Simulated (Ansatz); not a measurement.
TaF6, SMILES [F][Ta-]([F])([F])([F])([F])[F], charge -1, multiplicity 1.

Coordinates come from a B3LYP-D3(BJ)/def2-SVPD optimisation. The spin state was assumed, not searched. The isomer is the one that the SMILES or the coordinates give; other isomers of the formula were not compared. The def2 effective core potentials stand for the cores of Ta; spin–orbit coupling is left out.

Two levels are set side by side: PBE/def2-SVPD (Ansatz, a program for electronic structure) and CAM-B3LYP/def2-SVPD (Ansatz). Energy differences of separate SCF runs at the same geometry; the states with an electron removed or added have multiplicity 2. Differences are taken from unrounded values.

| quantity | CAM-B3LYP | PBE | PBE minus CAM-B3LYP |
|---|---|---|---|
| vertical ionisation energy (eV) | 9.25 | 7.56 | -1.69 |
| vertical singlet–triplet gap (eV) | 7.49 | 6.63 | -0.86 |
